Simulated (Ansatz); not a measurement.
Input file for Ansatz (a quantum-chemistry and plane-wave program): U-PBE0/def2-TZVPP on ZnTe, 2S+1 = 3, a spin state set in the input, which need not be the lowest, a point of a bond scan (R = 2.613 Å). Elements past Kr take the def2 small-core potentials; no spin–orbit coupling.

Ansatz 0.2 input:
```yaml
crystal:
  periodic: [false, false, false]
  atoms:
    - {symbol: Zn, position_ang: [0.00000000, 0.00000000, 0.00000000]}
    - {symbol: Te, position_ang: [0.00000000, 0.00000000, 2.61344300]}
basis:
  gaussian:
    orbitals: def2-TZVPP
    pivot_positions_ang: [[0.00000000, 0.00000000, 0.00000000], [0.00000000, 0.00000000, 2.61344300]]
hamiltonian:
  xc: {name: PBE0}
magnetization: {spin_polarized: true, initial_magnetization: 2}
output: {forces: true, orbitals: {seedname: ./end}}
```

It printed:

```
WARN ansatz: RAYON_NUM_THREADS=1 ignored (pool sized by the plan → 1); use --threads N
Functional definition: PBE0
integrals: 0.04 GiB planned
1022 factors; their error is unknown
mean field: 0.66 GiB planned
mean field evaluation 1: about -55705.1394 eV, gradient 1.8e1 eV
mean field evaluation 2: about -55703.6279 eV, gradient 3.5e1 eV
mean field evaluation 4: about -55706.0805 eV, gradient 8.8e-1 eV
mean field evaluation 8: about -55706.0851 eV, gradient 3.1e-2 eV
mean field evaluation 16: about -55706.3216 eV, gradient 6.0e-5 eV
mean field -55706.32155545 eV, -2047.1695580620 hartree, gradient 1.8e-5 eV, S^2 2.009827; 0 other end points of the search recorded, 0 dependent functions left out
the calculation of the forces begins
reference -55706.32157869 eV, -2047.1695589159 hartree; 28, 26 occupied and 86, 88 virtual orbitals, 1022 factors
Total energy: -55706.32157869 eV, -2047.1695589159 hartree
Atom 0 at     0.000000     0.000000     0.000000 Å, force     0.000000     0.000000     0.052745 eV/Å
Atom 1 at     0.000000     0.000000     2.613443 Å, force    -0.000000     0.000000    -0.052745 eV/Å
Dipole moment:     0.000000     0.000000    -0.293588 e Å
```

The run converged.

Cost: roughly 6 core-seconds.
